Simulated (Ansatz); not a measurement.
CH₇AlOSi₂ (`[CH2]1[AlH][O][SiH2][SiH2]1`), relaxed with RKS PBE-D4/def2-SVP in the Gaussian-basis code of Ansatz from a rough embedded geometry. The force threshold is 0.03 eV/Å; the program also tests the step.

The species carries charge 0 and has multiplicity 1.

Start:

```xyz
12

C    -0.279    1.129   -0.957
Al   -1.759    0.004   -0.411
O    -1.452   -0.894    1.138
Si    0.257   -1.272    1.141
Si    1.156    0.570    0.101
H    -0.478    2.260   -0.703
H    -0.018    1.032   -2.003
H    -2.415   -0.833   -1.582
H     0.734   -1.357    2.506
H     0.492   -2.417    0.327
H     2.283    0.206   -0.699
H     1.480    1.572    1.142
```

```csv
step,energy (eV),largest force (eV/Å),largest move (Å)
1,-25526.6923,2.161,0.000
2,-25527.2856,1.013,0.197
3,-25527.4418,0.839,0.195
4,-25527.5297,0.871,0.200
5,-25527.6150,0.197,0.196
6,-25527.6582,0.092,0.200
7,-25527.6693,0.140,0.200
8,-25527.6740,0.017,0.029
```

End:

```xyz
12

C    -0.253    1.120   -0.989
Al   -1.723   -0.145   -0.629
O    -1.224   -1.361    0.513
Si    0.344   -1.356    1.159
Si    1.222    0.601    0.115
H    -0.559    2.168   -0.778
H     0.034    1.092   -2.063
H    -3.210   -0.204   -1.192
H     0.286   -1.285    2.664
H     1.060   -2.630    0.788
H     2.457    0.323   -0.704
H     1.565    1.678    1.115
```

It took 13 s on 4 threads of a server CPU on a shared host, with 0.17 GiB of host memory at the peak.
